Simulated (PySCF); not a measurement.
Sb, quartet (core potentials on Sb). Base run: PySCF with PBE0/def2-SVP.

Here is a job for PySCF.
```python
from pyscf import gto, scf, dft

mol = gto.Mole()
mol.atom = '''
    Sb    0.00000000    0.00000000    0.00000000
'''
mol.basis = 'def2-svp'
mol.ecp = {'Sb': 'def2-svp'}
mol.spin = 3
mol.verbose = 4
mol.build()

mf = dft.UKS(mol)
mf.xc = 'pbe0'
mf.kernel()
```

Variants of this job, named by their change:

| change | basis functions | E (Eh) | HOMO (eV) |
|---|---|---|---|
| base | 26 | -240.21816 | -6.47 |
| basis = x2c-SVPall; relativity = spin-free X2C; nucleus = Gaussian (with mol.nucmod = 'G'; without mol.ecp = {'Sb': 'def2-svp'}) | 36 | -6479.66800 | -6.38 |
| basis = jorge-DZP-DKH; relativity = spin-free X2C (without mol.ecp = {'Sb': 'def2-svp'}) | 48 | -6472.92190 | -6.38 |
| basis = ANO-RCC-VDZP; relativity = none (without mol.ecp = {'Sb': 'def2-svp'}) | 43 | -6122.55761 | -7.48 |
| basis = x2c-SVPall; relativity = spin-free X2C (without mol.ecp = {'Sb': 'def2-svp'}) | 36 | -6479.80835 | -6.38 |
| basis = jorge-DZP-DKH; relativity = spin-free X2C; nucleus = Gaussian (with mol.nucmod = 'G'; without mol.ecp = {'Sb': 'def2-svp'}) | 48 | -6472.76205 | -6.38 |
| basis = ANO-RCC-VDZP; relativity = spin-free X2C; nucleus = Gaussian (with mol.nucmod = 'G'; without mol.ecp = {'Sb': 'def2-svp'}) | 43 | -6480.18827 | -6.54 |
| basis = ANO-RCC-VDZP; relativity = spin-free X2C (without mol.ecp = {'Sb': 'def2-svp'}) | 43 | -6480.37564 | -6.54 |
| basis = x2c-SVPall; relativity = none (without mol.ecp = {'Sb': 'def2-svp'}) | 36 | -6164.24378 | -7.34 |
| basis = jorge-DZP-DKH; relativity = none (without mol.ecp = {'Sb': 'def2-svp'}) | 48 | -6249.58946 | -6.63 |

Totals shift with the method and basis; they matter in differences.

Open shells are given as the SCF converged; they aren't shown to be the lowest states, and a large step between rows can be another state.

Basis sets contracted for a relativistic Hamiltonian are a mismatch without it, so the rows without relativity aren't non-relativistic limits. No row has spin-orbit coupling; sets with core potentials leave out the core electrons.
